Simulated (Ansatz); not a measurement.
Basis-set series for `CC[Si](O)(O)OC`. Total charge 0; spin multiplicity 1. All single points use the PBE0-D4/def2-TZVP geometry. It is one conformer, not always the lowest.

```tsv
functional	basis	functions	energy (Eh)	HOMO (eV)	LUMO (eV)
PBE0-D4	def2-SVP	152	-634.79563	-7.89	1.43
PBE0-D4	def2-QZVPP	712	-635.35578	-8.07	0.33
ωB97M-V	def2-SVP	152	-635.12967	-10.20	3.06
ωB97M-V	def2-QZVPP	712	-635.70253	-10.39	1.47
```

Task: Give the rows for def2-TZVPP. (An estimate is asked.)

Result: Computed: 
```
functional       basis  functions  energy (Eh)  HOMO (eV)  LUMO (eV)
   PBE0-D4  def2-TZVPP        368   -635.32520      -8.04       0.78
   ωB97M-V  def2-TZVPP        368   -635.67346     -10.36       2.20
```

Positive LUMOs are unbound and depend on the basis.
